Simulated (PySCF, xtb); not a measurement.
Be(H)(SH) (BeH₂S), SMILES [BeH][SH].

xtb with GFN2-xTB at its own geometry gives an orbital gap of 4.24 eV and a dipole moment of 2.43 D.

Geometry optimised at ωB97X-D3(BJ)/def2-TZVPD.

What does ωB97X/def2-TZVPD (PySCF) give? (An estimate is asked for; the answer gives what the named calculation found.)

gap 11.17 eV (levels -10.20 and 0.97 eV), dipole 0.75 D.
